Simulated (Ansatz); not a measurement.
Two members of one family (Series (ClBeX)2), computed with Ansatz in the gas phase. The two geometries come from different levels. Binding counts from free atoms in the multiplicity of their measured ground term, without zero-point energy. A dash marks a value that wasn't run or was left out as unsound. The structures are stationary points that may keep the symmetry of their start.

First: (ClBe-mu-Cl)2 (singlet, charge 0, PBE0-D4/def2-SVP geometry).

```csv
atom,x (Å),y (Å),z (Å)
Be1,-0.2880,-1.1090,0.6434
Cl2,-0.6891,-2.6583,1.5442
Cl3,1.4136,-0.5452,-0.3073
Be4,0.2876,1.1091,-0.6440
Cl5,0.6907,2.6592,-1.5412
Cl6,-1.4148,0.5442,0.3049
```

```csv
level,HOMO (eV),LUMO (eV),gap (eV),vertical IE (eV),binding per atom (eV)
PBE-D4/def2-SVP,-7.69,-1.41,6.28,–,3.52
BLYP-D4/def2-TZVP,-7.49,-1.23,6.26,–,3.35
r2SCAN-D4/def2-TZVP,-8.05,-1.01,7.05,10.68,3.52
r2SCANh-D4/def2-TZVP,-8.56,-0.74,7.83,–,3.50
PBE0-D4/def2-TZVP,-9.09,-0.60,8.49,11.00,3.46
```

Second: (ClBe-mu-OH)2 (singlet, charge 0, r2SCAN-D4/def2-SVP geometry).

```xyz
8

Be   -0.5467   -0.3988    0.9144
Cl   -1.4411   -1.0522    2.4052
O     0.9051   -0.6005    0.2794
Be    0.5470    0.3999   -0.9134
Cl    1.4401    1.0495   -2.4076
O    -0.9039    0.6024   -0.2775
H     1.6794   -1.1178    0.5170
H    -1.6799    1.1174   -0.5174
```

Problem. What does the change do? Estimate second minus first.

Solution. 
```csv
level,Δ HOMO (eV),Δ LUMO (eV),Δ gap (eV),Δ vertical IE (eV),Δ binding per atom (eV)
PBE-D4/def2-SVP,0.57,0.45,-0.12,–,0.60
BLYP-D4/def2-TZVP,0.44,-0.15,-0.59,–,0.66
r2SCAN-D4/def2-TZVP,0.46,0.28,-0.18,-0.37,0.57
r2SCANh-D4/def2-TZVP,0.45,0.20,-0.25,–,0.55
PBE0-D4/def2-TZVP,0.44,-0.08,-0.52,-0.36,0.55
```
